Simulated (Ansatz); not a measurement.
```yaml
crystal:
  periodic: [false, false, false]
  atoms:
    - {symbol: Li, position_ang: [-1.045118, -1.039142, -3.599424]}
    - {symbol: Br, position_ang: [-1.487160, -1.480788, -1.200989]}
    - {symbol: Li, position_ang: [-1.133432, -1.130337, 1.299772]}
    - {symbol: Br, position_ang: [-1.392374, -1.390563, 3.812715]}
    - {symbol: Br, position_ang: [-1.393734, 1.395164, -3.810630]}
    - {symbol: Li, position_ang: [-1.131740, 1.134512, -1.297997]}
    - {symbol: Br, position_ang: [-1.479968, 1.486063, 1.203444]}
    - {symbol: Li, position_ang: [-1.035784, 1.042573, 3.601134]}
    - {symbol: Br, position_ang: [1.387838, -1.395980, -3.812232]}
    - {symbol: Li, position_ang: [1.129343, -1.134360, -1.299524]}
    - {symbol: Br, position_ang: [1.481770, -1.485963, 1.201106]}
    - {symbol: Li, position_ang: [1.041768, -1.042144, 3.599509]}
    - {symbol: Li, position_ang: [1.039547, 1.038380, -3.601240]}
    - {symbol: Br, position_ang: [1.484854, 1.480972, -1.203593]}
    - {symbol: Li, position_ang: [1.135422, 1.130649, 1.297736]}
    - {symbol: Br, position_ang: [1.398756, 1.390965, 3.810195]}
basis:
  gaussian: {orbitals: def2-TZVP, initial_orbitals: start.molden}
hamiltonian: {xc: pbe0, dispersion: d4}
scf: {omitted_lower_state_checks: [starts]}
output: {forces: true, orbitals: {seedname: orbitals}}
```

The file start.molden holds the orbitals of an earlier run on this structure, at another level or in another basis.

```sh
$ ansatz run in.yaml --threads 4 --pin off --events-out ev --progress --plain --max-ram 6963MiB
```

Task: Does this run fit into the memory that it is given?

Result: No. It has 496 basis functions, and Ansatz plans for 9 GiB where 7 GiB are given.
